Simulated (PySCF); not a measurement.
Molecular orbitals of BeSe⁺

PBE0 at R = 1.968 Å; Be pcseg-2, Se pcseg-2; no relativity (PySCF 2.14). State: quartet, unpaired electrons σ ↑, π ↑↑, a second solution, started from another occupation. Only the outer orbitals are listed, counted within each symmetry.

```csv
spin,orbital,occ.,ε (eV),on Be (%),main shells (%)
α,8σ,1,-28.51,4,94 Se s
α,9σ,1,-17.77,22,"73 Se p, 15 Be s"
α,4π,1,-16.99,4,96 Se p
α,4π,1,-16.99,4,96 Se p
α,10σ,1,-11.58,97,"75 Be s, 22 Be p"
α,5π,0,-7.16,87,"87 Be p, 10 Se d"
α,5π,0,-7.16,87,"87 Be p, 10 Se d"
α,11σ,0,-4.25,105,"54 Be p, 50 Be s"
β,8σ,1,-25.97,8,91 Se s
β,9σ,1,-16.82,21,"73 Se p, 13 Be s, 8 Be p"
β,4π,0,-12.27,7,92 Se p
β,4π,0,-12.27,7,92 Se p
β,10σ,0,-7.09,98,"88 Be s, 8 Be p"
```

**Question.** Which are the highest filled and the lowest empty level, where do they sit, and how wide is the gap?

**Answer.** Highest filled α 10σ at -11.58 eV (in %: 75 Be s, 22 Be p); lowest empty β 4π at -12.27 eV (in %: 92 Se p); the gap at PBE0 is -0.69 eV.

```json
{"bond order (Mayer)": "0.83", "⟨S²⟩": "3.754", "charge on Be (Mulliken, basis-dependent)": "0.40", "charge on Be (Löwdin, basis-dependent)": "0.15", "dipole moment (positive dipole points towards Se; it is taken about the centre of mass and depends on that origin)": "-1.76 D"}
```

Shares are Mulliken populations and can fall outside 0 to 100 %.

Spin–orbit coupling is left out. Counting both spins, an empty level lies below a filled one in this solution, because spin and occupation are held.
